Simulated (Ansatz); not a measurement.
Consider the redistribution: `O[Si](O)(F)O[SiH3]` + `C[O][In]([NH2])[F]` → `CO[Si](O)(O)O[SiH3]` + `[NH2][In]([F])[F]`.

Program: Ansatz. Geometries: PBE0-D4/def2-TZVP. ΔE: electronic, gas phase. CCSD(T)/CBS adds triple-zeta CCSD(T) − MP2 to the extrapolated MP2 energy (def2 sets, frozen cores). Functionals use def2-TZVPP. B3LYP here is the variant with VWN-RPA as its local correlation; programs differ in this. def2 core potentials past Kr. For In outer-core shells are correlated without core-valence functions, which leaves a few kJ/mol of doubt a bond. Each species was taken in one conformer, which may not be the lowest.

```tsv
level	ΔE (kJ/mol)	difference from CCSD(T)/CBS
PBE-D4	5.1	-6.4
r2SCAN-D4	6.7	-4.8
PBE0-D4	4.4	-7.1
B3LYP-D4	3.9	-7.6
ωB97X-V	2.8	-8.7
ωB97M-V	3.6	-7.9
B2PLYP	9.5	-2.0
PBE	8.2	-3.3
r2SCAN	8.0	-3.5
PBE0	7.3	-4.2
B3LYP	8.5	-3.0
HF/def2-TZVPP	4.1	-7.4
MP2/def2-TZVPP	12.4	0.9
SCS-MP2/def2-TZVPP	11.2	-0.3
CCSD/def2-TZVPP	10.4	-1.1
CCSD(T)/def2-TZVPP	10.7	-0.8
HF/def2-QZVPP	4.1	-7.4
MP2/def2-QZVPP	12.9	1.4
SCS-MP2/def2-QZVPP	11.4	-0.1
HF/CBS(def2)	4.0	-7.5
MP2/CBS(def2)	13.2	1.7
CCSD/CBS(def2)	11.2	-0.3
CCSD(T)/CBS	11.5	0
```

Largest T1 diagnostic among the species: 0.016.

The D4 term adds −4.6 kJ/mol with B3LYP and −2.9 kJ/mol with PBE0; it sums over pairs of atoms, weighted by their polarisabilities, and B3LYP, whose exchange is more repulsive, gets the larger term. In def2-TZVPP, CCSD(T) changes the Hartree–Fock value by +6.5 kJ/mol (the triples alone add +0.3 kJ/mol) and MP2 by +8.3 kJ/mol.
